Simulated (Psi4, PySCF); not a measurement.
Here is a job for PySCF.
```python
from pyscf import gto, scf, dft

mol = gto.M(
    atom='''
B     0.05650358    0.39417268    0.34215853
C     1.41954857   -0.13518450   -0.48372115
H     1.23896787   -1.03247355   -1.07187377
H     2.08937162   -0.36474791    0.33933365
H     1.85126810    0.63004949   -1.11693327
C    -0.56583753   -0.64972355    1.37286759
H    -0.79811715   -1.61888125    0.91410609
H    -1.49285218   -0.28887489    1.82201511
H     0.10206547   -0.85538698    2.21126460
C    -0.85670585    0.67333727   -1.03925510
H    -1.79304235    1.01427906   -0.60819344
H    -1.02816575   -0.22719148   -1.62518173
H    -0.43404466    1.44178876   -1.67467795
''',
    basis='6-31g*',
    spin=2,
    verbose=4,
)

mf = dft.UKS(mol)
mf.xc = 'camb3lyp'
mf.grids.atom_grid = (99, 590)
mf.grids.prune = None
mf.kernel()
```

Question: Write the same job for Psi4.

Answer: One answer among several that fit: 
```
memory 2 GB

molecule {
0 3
  B     0.05650358    0.39417268    0.34215853
  C     1.41954857   -0.13518450   -0.48372115
  H     1.23896787   -1.03247355   -1.07187377
  H     2.08937162   -0.36474791    0.33933365
  H     1.85126810    0.63004949   -1.11693327
  C    -0.56583753   -0.64972355    1.37286759
  H    -0.79811715   -1.61888125    0.91410609
  H    -1.49285218   -0.28887489    1.82201511
  H     0.10206547   -0.85538698    2.21126460
  C    -0.85670585    0.67333727   -1.03925510
  H    -1.79304235    1.01427906   -0.60819344
  H    -1.02816575   -0.22719148   -1.62518173
  H    -0.43404466    1.44178876   -1.67467795
}

set basis 6-31g*
set reference uks
set scf_type pk
set puream true
set d_convergence 1e-8
set dft_radial_points 99
set dft_spherical_points 590

energy('cam-b3lyp')
print_variables()
```

Both were run: PySCF gave -144.321706 Eh and Psi4 -144.321706 Eh, 0.000 mEh apart.
